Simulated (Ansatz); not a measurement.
`N[SiH2][SbH2]` at its PBE0-D4/def2-TZVP geometry, where that method's forces vanish. The species carries charge 0 and has multiplicity 1. Sb takes the def2 core potential.

```csv
atom,x (Å),y (Å),z (Å)
N1,1.512,-0.394,-0.449
Si2,-0.204,-0.538,-0.425
Sb3,-1.005,0.451,1.816
H4,1.941,0.514,-0.371
H5,2.054,-1.000,-1.044
H6,-0.514,-1.992,-0.479
H7,-0.924,0.112,-1.561
H8,-0.341,1.964,1.365
H9,-2.518,0.883,1.148
```

Q: For each bond, give half the difference of the two atoms' forces along it (eV/Å; positive pushes the atoms apart) under PBE-D4, r2SCAN-D4, B3LYP-D4, ωB97M-V in def2-TZVPP. (An estimate is asked.)

A: Computed: 
```
   bond  length (Å)  PBE-D4  r2SCAN-D4  B3LYP-D4  ωB97M-V
 N1–Si2       1.722    0.10       0.00      0.11     0.14
  N1–H4       1.007    0.20       0.02     -0.01    -0.03
  N1–H5       1.008    0.20       0.02     -0.01    -0.03
Si2–Sb3       2.576    0.08       0.06      0.16    -0.10
 Si2–H6       1.487    0.08      -0.02     -0.12    -0.13
 Si2–H7       1.494    0.02      -0.03     -0.12    -0.13
 Sb3–H8       1.712    0.24       0.03      0.07    -0.14
 Sb3–H9       1.710    0.23       0.02      0.07    -0.14
```

B3LYP here is the variant with VWN-RPA as its local correlation; programs differ in this.
